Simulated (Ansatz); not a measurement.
`COB(F)Cl`. Total charge 0; spin multiplicity 1.

```xyz
8

C    -0.2916   -0.2345    1.0529
O    -0.6521   -0.1722   -0.3132
B     0.1357    0.2179   -1.3149
F    -0.3598    0.2121   -2.5383
Cl    1.8076    0.7455   -1.1106
H    -0.3181   -1.2770    1.3732
H    -1.0263    0.3327    1.6252
H     0.7045    0.1755    1.2258
```

Q: What are the harmonic wavenumbers in cm⁻¹ at PBE0-D4/def2-TZVP (Ansatz, finite differences of forces, unscaled)? (An estimate is asked.)

A: The calculation gave: 20, 164, 222, 369, 465, 591, 630, 1059, 1183, 1192, 1283, 1438, 1494, 1499, 1537, 3060, 3143, 3149.

Q: Is this a minimum?

A: Yes, all 18 modes are real.

Q: Give the ideal-gas thermochemistry at 298.15 K and 1 bar (rigid rotor, harmonic oscillator; point group C1, symmetry number 1).

A: Zero-point energy 134.6 kJ/mol; H(298) − E = 152.5 kJ/mol; entropy 335.8 J/(mol·K), of which translation 165.8, rotation 111.3, vibration 58.7; G(298) − E = 52.3 kJ/mol. Modes under 100 cm⁻¹ are hindered rotations or soft bends, so the harmonic entropy is rough.

Q: And at 400, 500, 600, 800 and 1000 K?

A: 
```tsv
T (K)	H − E (kJ/mol)	S (J/mol/K)	G − E (kJ/mol)
400	161.6	362.0	16.8
500	171.8	384.8	-20.6
600	183.1	405.5	-60.1
800	208.5	441.8	-144.9
1000	236.4	472.9	-236.5
```

Q: Rotational constants (cm⁻¹)?

A: 0.1657, 0.1153, 0.06889.
